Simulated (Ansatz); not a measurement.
Consider the substitution at a C–S bond: `[SiH3]C#CS` + CH₃OH → `COC#C[SiH3]` + H₂S.

Isolated molecules relaxed with PBE0-D4/def2-TZVP in Ansatz; ΔE leaves out vibrations. CCSD(T)/CBS adds triple-zeta CCSD(T) − MP2 to the extrapolated MP2 energy (def2 sets, frozen cores). This one scheme is used for every species. Each species was taken in one conformer, which may not be the lowest.

```tsv
level	ΔE (kcal/mol)
CCSD/def2-SVP	3.9
MP2/def2-TZVPP	9.1
CCSD(T)/def2-TZVPP	7.6
CCSD/CBS(def2)	8.3
```

Task: What does CCSD(T)/CBS give? (Estimate.)

Result: The calculation gave: +8.6 kcal/mol. The listed levels differ from it by -4.7, 0.5, -1.0, -0.3 kcal/mol.

Largest T1 diagnostic among the species: 0.013.

Leaving LDA and LC-ωPBE aside and taking each functional with its dispersion term where it has one, the values, not all of them listed here, spread over 2.0 kcal/mol, from CAM-B3LYP-D4 to PBE-QIDH. LDA lies −2.1 kcal/mol from PBE without D4. From BLYP to BHLYP (50 % exact exchange), in def2-TZVPP and without D4, ΔE moves by −0.8 kcal/mol.
